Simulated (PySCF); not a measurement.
In(Cl)(Br)(OH) (BrClHInO), SMILES [Cl][In]([Br])[OH].

Geometry optimised at B3LYP-D3(BJ)/def2-SVP. The structure was generated by enumeration; whether it is a known compound was not checked. The def2 effective core potentials stand for the cores of In; spin–orbit coupling is left out. One conformer was computed; it need not be the lowest.

Computed with TDA-PBE/def2-SVPD (PySCF).

Vertical excitations.  State labels are in the subgroup Cs.

| state | symmetry | energy (eV) | λ (nm) | f | main pairs |
|---|---|---|---|---|---|
| S1 | A" | 3.86 | 321 | 0.000 | HOMO−1→LUMO 100 % |
| S2 | A' | 3.87 | 320 | 0.014 | HOMO→LUMO 97 % |
| S3 | A" | 4.06 | 305 | 0.003 | HOMO−2→LUMO 99 % |
| S4 | A' | 4.25 | 292 | 0.028 | HOMO−3→LUMO 91 % |
| S5 | A" | 4.58 | 270 | 0.027 | HOMO−4→LUMO 99 % |
| S6 | A' | 5.16 | 241 | 0.032 | HOMO−5→LUMO 60 %, HOMO−1→LUMO+1 21 %, HOMO−2→LUMO+1 15 % |
| S7 | A" | 5.26 | 236 | 0.000 | HOMO→LUMO+1 100 % |
| S8 | A' | 5.45 | 228 | 0.007 | HOMO−1→LUMO+1 40 %, HOMO−2→LUMO+1 32 %, HOMO−6→LUMO 25 % |
| S9 | A" | 5.58 | 222 | 0.000 | HOMO−3→LUMO+1 100 % |
| S10 | A' | 6.16 | 201 | 0.062 | HOMO−4→LUMO+1 59 %, HOMO−7→LUMO 11 %, HOMO−1→LUMO+1 10 % |
| T1 | A' | 3.52 | 352 | 0 | HOMO→LUMO 99 % |
| T2 | A" | 3.55 | 349 | 0 | HOMO−1→LUMO 98 % |
| T3 | A" | 3.75 | 331 | 0 | HOMO−2→LUMO 98 % |
| T4 | A' | 3.80 | 326 | 0 | HOMO−3→LUMO 98 % |
Triplets are in the Tamm–Dancoff approximation.
